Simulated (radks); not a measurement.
Q: The mean radii <r> (bohr) of the occupied orbitals of an atom or ion are listed with their occupations. Calculated with a radial shooting solver on a logarithmic mesh with Libxc functionals: Dirac Kohn-Sham, BLYP, spin-unpolarised, spherical densities, point nucleus.

orbital  occ.      <r>
1s1/2       2  0.05030
2s1/2       2   0.2260
2p1/2       2   0.1959
2p3/2       4   0.1993
3s1/2       2   0.6775
3p1/2       2   0.6994
3p3/2       4   0.7097
3d3/2       4   0.8191
3d5/2       5   0.8240

Name the element and its charge. Open shells, if any, fill j = l - 1/2 first.

A: Z = 30, zinc, charge +3: Zn3+ in [Ar] 3d9. The 1s radius gives Z: for a bare nucleus <r> = (2 gamma + 1)/(2Z) with gamma = sqrt(1 - (Z/c)^2), 0.04919 bohr for Z = 30, and screening makes it slightly larger (0.05030 here). The occupations add up to 27, and the charge is Z minus that.
